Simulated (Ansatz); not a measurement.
Coupled-cluster diagnostics for Si(SH)2Cl2 (SiH2S2Cl2), Ansatz.

Geometry of the singlet (PBE-D4/def2-SVP):

Cartesian coordinates in Å:
```
Si 0.051 -0.056 0.108
S 0.627 -0.369 -1.925
H 1.911 -0.682 -1.588
S -1.536 1.370 -0.001
H -2.121 0.913 1.143
Cl 1.696 0.594 1.197
Cl -0.629 -1.770 1.065
```

Correlated methods freeze 25 core orbitals.

**Question.** Estimate the CCSD(T) correlation energy, the shares of MP2 and (T), T1 and the reference's ⟨S²⟩ for: charge 0, singlet, own geometry in def2-TZVP; and the rough time on 4 threads of Arm Neoverse V2 on a shared host.

**Answer.** 
| state | basis | correlation (eV) | MP2 share (%) | (T) share (%) | T1 | ⟨S²⟩ (pure) | wall time |
| --- | --- | --- | --- | --- | --- | --- | --- |
| charge 0, singlet, own geometry | def2-TZVP | -25.500 | 88.2 | 4.5 | 0.011 | 0.00 (0.00) | 44 s |
Customary marks for T1 are 0.02 (closed shells), 0.045 (open shells) and about 0.05 (3d metals). T1 stays under 0.02 throughout.
